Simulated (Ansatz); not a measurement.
Basis-set extrapolation for `BCB(C)O` (PBE0-D4/def2-TZVP geometry, frozen core, the Gaussian-basis code of Ansatz). Multiplicity 1, RHF reference.

```json
{"": "HF", "def2-TZVPP": "-204.763061", "def2-QZVPP": "-204.772908"}
{"": "MP2 correlation", "def2-TZVPP": "-0.793856", "def2-QZVPP": "-0.847963"}
{"": "CCSD(T) correlation", "def2-TZVPP": "-0.872944", "def2-QZVPP": "not run"}
```

Energies in hartree. Use E(X) = E(∞) + A·exp(−7.88·√X) for Hartree–Fock and E(X) = E(∞) + B·X^(−2.97) for correlation, with X = 3 and 4, and add CCSD(T) minus MP2 of the smaller set to the MP2 limit.

Question: What is the CCSD(T) energy at the basis-set limit?

Answer: HF limit: -204.772908 + (-0.009847) × 0.13774 = -204.77426. MP2 limit: -0.847963 + (-0.054107) × 0.74074 = -0.88804. Higher-order term: -0.872944 − (-0.793856) = -0.07909. Total: -205.74139 hartree, 276.7 kJ/mol below CCSD(T)/def2-TZVPP.
